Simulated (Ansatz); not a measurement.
Cost and result for the atomization energy of CH4AlGeI (`[I][Al]1[CH2][GeH2]1`) (8 atoms, 8 bonds).

Total charge 0; spin multiplicity 1. Correlated methods include outer-core shells of Ge, I, which these sets cover unevenly. Scalar relativity is left out up to krypton. I takes the def2 core potential. Geometry: relaxed with PBE0-D4/def2-TZVP. Program: Ansatz. All runs use 4 threads of a server CPU on a shared host. Times are those of one run each, without the atoms' runs, and a repeat can differ threefold. Electronic energies, without spin–orbit coupling; frozen cores. CCSD(T)/CBS adds CCSD(T) − MP2 in def2-TZVPP to the MP2 limit, and its time is that of the two runs behind it. T1 = 0.011. With those shells the extrapolation isn't a true limit. B3LYP takes the VWN-RPA correlation (the form of Gaussian; ORCA's B3LYP/G). HSE06 is the plane-wave form, built on full-range PBE exchange.

CCSD(T)/CBS is a level of theory with its own doubt, some kJ/mol a heavy atom from the limit and from the frozen cores, so smaller differences don't rank the functionals.

```
                            level  functions  wall time
           LDA (SPW92)/def2-TZVPP        227      1.5 s
              HSE06-D4/def2-TZVPP        227      4.4 s
          CAM-B3LYP-D4/def2-TZVPP        227      4.9 s
B3LYP-D4/def2-TZVPP (with forces)        227        6 s
            r2SCANh-D4/def2-TZVPP        227      6.5 s
                B2PLYP/def2-TZVPP        227        7 s
              PBE-QIDH/def2-TZVPP        227      7.5 s
                 CCSD(T)/def2-SVP        110      8.5 s
               ωB97X-V/def2-TZVPP        227       11 s
 ωB97M-V/def2-TZVPP (with forces)        227       18 s
                   MP2/def2-QZVPP        418       29 s
               CCSD(T)/def2-TZVPP        227    3.4 min
                CCSD(T)/CBS(def2)          –    3.9 min
```

Question: What atomization energy does each give, and how far from CCSD(T)/CBS? (An estimate is asked.)

Answer: The calculation gave: 
```
                            level  atomization (kJ/mol)  difference from CCSD(T)/CBS  per bond
           LDA (SPW92)/def2-TZVPP                2643.4                        311.0      38.9
              HSE06-D4/def2-TZVPP                2315.9                        -16.5      -2.1
          CAM-B3LYP-D4/def2-TZVPP                2287.9                        -44.5      -5.6
B3LYP-D4/def2-TZVPP (with forces)                2284.0                        -48.4      -6.0
            r2SCANh-D4/def2-TZVPP                2325.5                         -6.9      -0.9
                B2PLYP/def2-TZVPP                2271.0                        -61.4      -7.7
              PBE-QIDH/def2-TZVPP                2315.0                        -17.4      -2.2
                 CCSD(T)/def2-SVP                2162.5                       -169.9     -21.2
               ωB97X-V/def2-TZVPP                2319.7                        -12.7      -1.6
 ωB97M-V/def2-TZVPP (with forces)                2294.5                        -37.9      -4.7
                   MP2/def2-QZVPP                2334.2                          1.8       0.2
               CCSD(T)/def2-TZVPP                2268.9                        -63.5      -7.9
                CCSD(T)/CBS(def2)                2332.4                          0.0       0.0
```

At CCSD(T), def2-SVP lies −169.9 kJ/mol from the extrapolated value and def2-TZVPP −63.4 kJ/mol: correlation converges slowly with the basis, and small sets miss more of it in the bonded molecule than in its fragments. In def2-TZVPP, CCSD(T) changes the Hartree–Fock value by +611.2 kJ/mol (the triples alone add +44.3 kJ/mol) and MP2 by +640.4 kJ/mol; breaking electron pairs costs correlation energy, which Hartree–Fock lacks. Leaving LDA and LC-ωPBE aside and taking each functional with its dispersion term where it has one, the values, not all of them listed here, spread over 99.3 kJ/mol, from BHLYP-D4 to B97M-V. LDA lies +324.7 kJ/mol from PBE without D4, its usual overbinding.

Spin–orbit coupling would lower the free I atoms strongly, and the atomization energy with them, by more than many differences here. For some Ge, Se and Sn compounds the MP2-based and the directly extrapolated limit differ by 10 to 25 kJ/mol.
